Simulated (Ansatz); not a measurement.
A search over several starts for the lowest SCF solution of Ni(NH2)2 (NiN2H4) at the given spin, in a small basis.

```yaml
crystal:
  periodic: [false, false, false]
  atoms:
    - {symbol: Ni, position_ang: [-0.001218, -0.000470, -0.000011]}
    - {symbol: N, position_ang: [0.009431, -0.029024, 1.785383]}
    - {symbol: H, position_ang: [0.631194, 0.503059, 2.378692]}
    - {symbol: H, position_ang: [-0.604133, -0.579913, 2.369981]}
    - {symbol: N, position_ang: [-0.010218, 0.028949, -1.785412]}
    - {symbol: H, position_ang: [0.606496, 0.578669, -2.367814]}
    - {symbol: H, position_ang: [-0.631561, -0.501259, -2.380819]}
basis:
  gaussian: {orbitals: def2-SVP, initial_orbitals: start.molden}
magnetization: {spin_polarized: true, initial_magnetization: 2}
hamiltonian: {xc: pbe0, dispersion: d4}
output: {orbitals: {seedname: orbitals}}
```

The file start.molden holds the orbitals of an earlier run on this structure, at another level or in another basis.

```sh
$ ansatz run in.yaml --threads 4 --pin off --events-out ev --progress --plain --max-ram 3916MiB
```

Shortened log:

```
Functional definition: PBE0
828 factors; integrals over basis functions are off by at most 9.0e-4 eV
mean field evaluation 1: about -44070.1776 eV, gradient 9.1e0 eV
mean field evaluation 2: about -44070.5807 eV, gradient 3.7e-1 eV
mean field evaluation 4: about -44070.7803 eV, gradient 2.1e-2 eV
mean field evaluation 8: about -44070.7803 eV, gradient 2.0e-5 eV
mean field evaluation 16: about -44056.0102 eV, gradient 5.9e1 eV
mean field evaluation 32: about -44070.7261 eV, gradient 2.7e-1 eV
mean field -44070.78032906 eV, -1619.5713048450 hartree, gradient 1.9e-6 eV, S^2 2.006659; 7 other end points of the search recorded, 0 dependent functions left out
reference -44070.78036593 eV, -1619.5713062000 hartree; 24, 22 occupied and 55, 57 virtual orbitals, 828 factors
Total energy: -44070.85507842 eV, -1619.5740518335 hartree
```

Hardware: 4 threads of Arm Neoverse V2 on a shared host. Wall time 3.4 s.
